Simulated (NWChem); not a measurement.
System: C3H5NOSi; SMILES [SiH3]c1ncco1

Input file for NWChem:

```
start job
memory heap 200 mb stack 900 mb global 1100 mb
geometry units angstroms noautosym nocenter noautoz
  Si     0.010787    -2.030854     0.004637
  C     -0.086702    -0.154327     0.031854
  N     -1.080174     0.594621     0.425339
  C     -0.648199     1.899329     0.243536
  C      0.611801     1.882741    -0.261643
  O      0.991415     0.580764    -0.405316
  H     -1.271890    -2.553506     0.526511
  H      0.237106    -2.504975    -1.385142
  H      1.141495    -2.490249     0.851932
  H     -1.273418     2.746018     0.488706
  H      1.329067     2.633213    -0.554122
end
basis spherical
  * library pcsseg-1
end
dft
  xc pbe0
  iterations 150
end
property
  shielding 10 1 2 3 4 5 6 7 8 10 11
end
task dft property
```

Parts of the log:

```
             Northwest Computational Chemistry Package (NWChem) 7.3.0
             --------------------------------------------------------

                             Geometry "geometry" -> ""
                             -------------------------

 Output coordinates in angstroms (scale by  1.889725989 to convert to a.u.)

  No.       Tag          Charge          X              Y              Z
 ---- ---------------- ---------- -------------- -------------- --------------
    1 Si                  14.0000     0.01078700    -2.03085400     0.00463700
    2 C                    6.0000    -0.08670200    -0.15432700     0.03185400
    3 N                    7.0000    -1.08017400     0.59462100     0.42533900
    4 C                    6.0000    -0.64819900     1.89932900     0.24353600
    5 C                    6.0000     0.61180100     1.88274100    -0.26164300
    6 O                    8.0000     0.99141500     0.58076400    -0.40531600
    7 H                    1.0000    -1.27189000    -2.55350600     0.52651100
    8 H                    1.0000     0.23710600    -2.50497500    -1.38514200
    9 H                    1.0000     1.14149500    -2.49024900     0.85193200
   10 H                    1.0000    -1.27341800     2.74601800     0.48870600
   11 H                    1.0000     1.32906700     2.63321300    -0.55412200

 Effective nuclear repulsion energy (a.u.)     272.2251952950

                              NWChem Property Module
                              ----------------------

  itol2e modified to match energy
  convergence criterion.

                                 NWChem DFT Module
                                 -----------------

 Summary of "ao basis" -> "ao basis" (spherical)
 ------------------------------------------------------------------------------
       Tag                 Description            Shells   Functions and Types
 ---------------- ------------------------------  ------  ---------------------
 Si                         pcsseg-1                10       24   4s5p1d
 C                          pcsseg-1                 7       17   3s3p1d
 N                          pcsseg-1                 7       17   3s3p1d
 O                          pcsseg-1                 7       17   3s3p1d
 H                          pcsseg-1                 3        5   2s1p

  itol2e modified to match energy
  convergence criterion.

            General Information
            -------------------
          SCF calculation type: DFT
          Wavefunction type:  closed shell.
          No. of atoms     :    11
          No. of electrons :    52
           Alpha electrons :    26
            Beta electrons :    26
          Charge           :     0
          Spin multiplicity:     1
          Use of symmetry is: off; symmetry adaption is: off
          Maximum number of iterations: 150
          AO basis - number of functions:   134
                     number of shells:    60
          Convergence on energy requested:  1.00D-07
          Convergence on density requested:  1.00D-05
          Convergence on gradient requested:  5.00D-04

              XC Information
              --------------
                         PBE0 Method XC Functional
                     Hartree-Fock (Exact) Exchange  0.250
          PerdewBurkeErnzerhof Exchange Functional  0.750
            Perdew 1991 LDA Correlation Functional  1.000 local
           PerdewBurkeErnz. Correlation Functional  1.000 non-local

[...]

          -----------------------------------------
          Chemical Shielding Tensors (GIAO, in ppm)
          -----------------------------------------

                                NWChem CPHF Module
                                ------------------

  scftype          =     RHF
  nclosed          =       26
  nopen            =        0
  variables        =     2808
  # of vectors     =        3
  tolerance        = 0.10D-03
  level shift      = 0.00D+00
  max iterations   =       50
  max subspace     =       30

 SCF residual:    9.5766286571185541E-005

Iterative solution of linear equations
  No. of variables     2808
  No. of equations        3
  Maximum subspace       30
        Iterations       50
       Convergence  1.0D-04

   iter   nsub   residual    time
   ----  ------  --------  ---------
     1      3    5.65D-01      71.6
     2      6    5.65D-02      78.5
     3      9    4.34D-03      85.7
     4     12    2.84D-04      92.9
     5     15    1.31D-05     100.1

      Atom:    1  Si
        Diamagnetic
    877.7027     -0.0404     -0.1451
     -0.0404    886.5971     -0.0432
     -0.1451     -0.0432    877.3979

        Paramagnetic
   -446.0786      5.4862     -9.0578
      5.4862   -432.1811     -2.5209
     -9.0578     -2.5209   -464.8448

        Total Shielding Tensor
    431.6241      5.4458     -9.2029
      5.4458    454.4160     -2.5641
     -9.2029     -2.5641    412.5531

           isotropic =     432.8644
          anisotropy =      34.9340

          Principal Components and Axis System
                 1           2           3
              456.1537    433.6056    408.8339

      1         0.2547      0.8923      0.3729
      2         0.9607     -0.2774      0.0076
      3        -0.1103     -0.3563      0.9279

      Atom:    2  C
        Diamagnetic
    262.6233      0.3468    -10.9907
      0.3468    265.0407     -0.3327
    -10.9907     -0.3327    239.6324

        Paramagnetic
   -258.2604    -36.2103     43.0051
    -36.2103   -289.7881     15.4164
     43.0051     15.4164   -168.9586

        Total Shielding Tensor
      4.3629    -35.8635     32.0144
    -35.8635    -24.7474     15.0837
     32.0144     15.0837     70.6738

           isotropic =      16.7631
          anisotropy =     100.2715

          Principal Components and Axis System
                 1           2           3
               83.6107    -56.3948     23.0733

      1         0.3722      0.5839      0.7214
      2         0.0060      0.7757     -0.6310
      3         0.9281     -0.2392     -0.2852

      Atom:    3  N
        Diamagnetic
    317.2367     -7.2073     -3.2979
     -7.2073    343.7173      2.6600
     -3.2979      2.6600    310.1963

        Paramagnetic
   -411.5901      6.5739    130.5992
      6.5739   -623.3471      0.8388
    130.5992      0.8388   -138.2064

        Total Shielding Tensor
    -94.3534     -0.6334    127.3013
     -0.6334   -279.6298      3.4988
    127.3013      3.4988    171.9899

           isotropic =     -67.3311
          anisotropy =    -318.5150

          Principal Components and Axis System
                 1           2           3
             -279.6745    223.0652   -145.3841

      1         0.0108      0.3722      0.9281
      2         0.9999      0.0060     -0.0141
      3        -0.0108      0.9281     -0.3721

      Atom:    4  C
        Diamagnetic
    258.7496      3.0933    -10.5043
      3.0933    259.7882     -1.4195
    -10.5043     -1.4195    236.8278

        Paramagnetic
   -198.3463     18.7308     37.1694
     18.7308   -286.8368     -6.3206
     37.1694     -6.3206   -120.2099

        Total Shielding Tensor
     60.4034     21.8241     26.6651
     21.8241    -27.0486     -7.7401
     26.6651     -7.7401    116.6179

           isotropic =      49.9909
          anisotropy =     115.9028

          Principal Components and Axis System
                 1           2           3
              127.2594     56.1979    -33.4846

      1         0.3722      0.8937     -0.2507
      2         0.0061      0.2678      0.9635
      3         0.9281     -0.3601      0.0942

      Atom:    5  C
        Diamagnetic
    256.8764     -2.3492     -9.2147
     -2.3492    264.5795      0.7405
     -9.2147      0.7405    237.5481

        Paramagnetic
   -216.0238    -26.1083     39.6022
    -26.1083   -303.0477     11.6851
     39.6022     11.6851   -133.6604

        Total Shielding Tensor
     40.8526    -28.4574     30.3875
    -28.4574    -38.4682     12.4256
     30.3875     12.4256    103.8877

           isotropic =      35.4240
          anisotropy =     121.0983

          Principal Components and Axis System
                 1           2           3
              116.1563    -50.6341     40.7499

      1         0.3722      0.3365      0.8650
      2         0.0061      0.9311     -0.3648
      3         0.9281     -0.1410     -0.3445

      Atom:    6  O
        Diamagnetic
    391.2708      5.8955     -5.6284
      5.8955    412.2271     -2.5933
     -5.6284     -2.5933    379.6092

        Paramagnetic
   -457.6695     36.4737    110.9449
     36.4737   -586.4314    -12.0175
    110.9449    -12.0175   -224.8369

        Total Shielding Tensor
    -66.3987     42.3692    105.3165
     42.3692   -174.2043    -14.6108
    105.3165    -14.6108    154.7722

           isotropic =     -28.6102
          anisotropy =     338.2817

          Principal Components and Axis System
                 1           2           3
              196.9109   -196.8931    -85.8486

      1         0.3722     -0.4214      0.8270
      2         0.0060      0.8921      0.4519
      3         0.9281      0.1633     -0.3345

      Atom:    7  H
        Diamagnetic
     31.8517      5.4340     -3.9307
      5.4340     28.9271     -2.2408
     -3.9307     -2.2408     23.8186

        Paramagnetic
     -2.6139     -3.2710      1.4391
     -3.2710     -1.7384      1.3371
      1.4391      1.3371      0.2961

[...]
```

Level: PBE0/pcSseg-1, GIAO. Structure relaxed at the B3LYP/6-31G* (spherical d) level. The output numbers the shielded atoms by their place in the input's list. The printed shielding anisotropy is the first printed principal value minus the mean of the other two.
